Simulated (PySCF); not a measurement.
Ni¹⁹⁺ (nickel, charge +19) across methods

[He] 2s2 2p5, 2P determinant. Calculation: PySCF 2.14, in an uncontracted even-tempered set (18 s from 3.8 bohr⁻², ratio 2.2; 11 p from 4.9 bohr⁻², ratio 2.2; 6 d from 26 bohr⁻², ratio 2.4; 5 f from 38 bohr⁻², ratio 2.4; 5 g from 58 bohr⁻², ratio 2.4); no relativity, point nucleus.

```csv
method,E (hartree),mean ε 2s β (eV),mean ε 2p α (eV),mean ε 2p β (eV),Σ⟨r²⟩ (bohr²),⟨S²⟩
r2SCAN,-1281.900,-1704.9,-1606.9,-1597.2,0.4069,0.750
PBE,-1281.550,-1698.4,-1600.6,-1591.4,0.4077,0.750
M06-2X,-1281.903,-1724.9,-1629.1,-1619.0,0.4070,0.750
M06-L,-1282.000,-1704.5,-1607.6,-1596.9,0.4063,0.750
UHF,-1281.54608,-1754.1,-1655.1,-1643.7,0.4066,0.750
PBE0,-1281.638,-1712.8,-1614.6,-1604.9,0.4073,0.750
```

Question: Estimate the same row for LDA.

Answer: E (hartree) = -1279.041; mean ε 2s β (eV) = -1696.1; mean ε 2p α (eV) = -1599.4; mean ε 2p β (eV) = -1589.5; Σ⟨r²⟩ (bohr²) = 0.4082; ⟨S²⟩ = 0.750.
